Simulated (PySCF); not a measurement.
B3LYP has the VWN-RPA correlation part, as in Gaussian. 

```xyz
6

N      1.5129     0.4120    -0.0415
C      0.2725     0.2688     0.0119
C     -1.0230    -0.2504     0.0309
N     -0.9264     1.0285     0.1529
H      1.9898    -0.4800    -0.1563
H     -1.8259    -0.9789     0.0021
```

Charge 0, multiplicity 1.

Problem. Give the Mulliken and meta-Löwdin atomic charges from B3LYP-D3(BJ)/def2-TZVP in PySCF.

Solution. 
```json
[
 {"atom": "N1", "Mulliken (e)": "-0.28", "meta-Löwdin (e)": "-0.45"},
 {"atom": "C2", "Mulliken (e)": "0.13", "meta-Löwdin (e)": "0.24"},
 {"atom": "C3", "Mulliken (e)": "-0.08", "meta-Löwdin (e)": "0.02"},
 {"atom": "N4", "Mulliken (e)": "-0.15", "meta-Löwdin (e)": "-0.19"},
 {"atom": "H5", "Mulliken (e)": "0.21", "meta-Löwdin (e)": "0.23"},
 {"atom": "H6", "Mulliken (e)": "0.17", "meta-Löwdin (e)": "0.16"}
]
```
